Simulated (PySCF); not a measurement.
**Polarisability and C₆ of Yb (ytterbium, neutral)**

[Xe] 4f14 6s2, closed-shell 1S. Calculation: PySCF 2.14, in ANO-RCC-VTZP (8s7p5d3f2g1h, 104 functions); scalar relativity by spin-free X2C-1e. Coupled (time-dependent) response in atomic units; α is the mean over directions. The basis has no added diffuse functions, which lowers α and C₆.

| method | mean α (bohr³) | C₆ (like pair) | S(−4) |
| --- | --- | --- | --- |
| PBE0 | 148.4 | 2106 | 10200 |

S(−4) is the Cauchy moment in α(ω) = α(0) + S(−4) ω² + …

Reference α: 139 ± 6 bohr³ (recommended; Schwerdtfeger and Nagle, table of static dipole polarizabilities (2023 update)). Published C₆: 1910 (Gould and Bucko (2016)).

α(iu) at PBE0:

```tsv
u (hartree)	α(iu) (bohr³)
0	148.4
0.0500	126.8
0.100	89.20
0.200	42.87
0.300	24.56
0.500	12.06
0.750	7.230
1.00	5.181
1.50	3.287
2.00	2.362
3.00	1.441
5.00	0.7212
```

Spin-orbit coupling, which splits the p, d and f shells strongly at this Z, is absent.
